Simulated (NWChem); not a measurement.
Molecule: C2H5BN2; SMILES C#CB(N)N

```xyz
10

C      0.0000     0.0000    -2.3014
C      0.0000     0.0000    -1.0845
B      0.0000     0.0000     0.4687
N      0.0000     1.2421     1.1433
N      0.0000    -1.2421     1.1433
H      0.0000     0.0000    -3.3764
H      0.0000     1.3392     2.1486
H      0.0000     2.1186     0.6439
H      0.0000    -2.1186     0.6439
H      0.0000    -1.3392     2.1486
```
Atoms are numbered in this order, from 1.

Level: PBE0/def2-SVP (NWChem), optimised geometry, unscaled harmonic frequencies. 

```tsv
frequency (cm⁻¹)	IR intensity (km/mol)
165	2.2
238	31.2
322	0.0
356	0.5
376	358.4
431	0.0
497	5.7
582	1.4
625	25.5
701	2.4
722	37.5
734	37.5
855	0.3
926	4.4
1306	202.3
1413	117.8
1590	70.4
1602	315.2
2196	25.3
3480	45.7
3655	73.5
3658	16.1
3768	37.6
3769	29.2
```

```json
{
 "zero_point_energy": "48.5 kcal/mol",
 "thermal correction to the enthalpy at 298.15 K (with zero-point energy)": "53.1 kcal/mol",
 "heat capacity Cv": "22.8 cal/(mol K)",
 "entropy at 298.15 K and 1 atm (symmetry number 2)": "74.3 cal/(mol K)",
 "dipole_moment": "1.60 D"
}
```

Rigid rotor and harmonic oscillator.
